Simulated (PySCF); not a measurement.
Zn(Et) (C2H5Zn), SMILES [CH2](C)[Zn] (connectivity only; charge and spin as stated), neutral, multiplicity 2. Coordinates come from a PBE-D3(BJ)/def2-SVP optimisation. The multiplicity is an assumed one; other spin states were not compared. The isomer is the one that the SMILES or the coordinates give; other isomers of the formula were not compared.

All values below come from PBE-D3(BJ)/def2-SVP (PySCF).

Harmonic wavenumbers (cm⁻¹): 172, 212, 379, 565, 861, 886, 1016, 1072, 1185, 1337, 1383, 1416, 1420, 2936, 2976, 3010, 3036, 3052. Rotational constants (GHz): 30.01, 3.610, 3.361; symmetry number 1.

Question: Work out the zero-point energy and the ideal-gas rigid-rotor harmonic-oscillator thermochemistry at 298.15 K and 1 atm.

Answer: ZPE = ½ Σ hcν = ½ × 26915 cm⁻¹ = 160.98 kJ/mol. H − E(el) = 175.86 kJ/mol. Entropy in J/(mol K): translation 165.47, rotation 101.64, vibration 27.57, spin 5.76, total 300.45. G − E(el) = 86.29 kJ/mol. Cp = 69.74 J/(mol K).
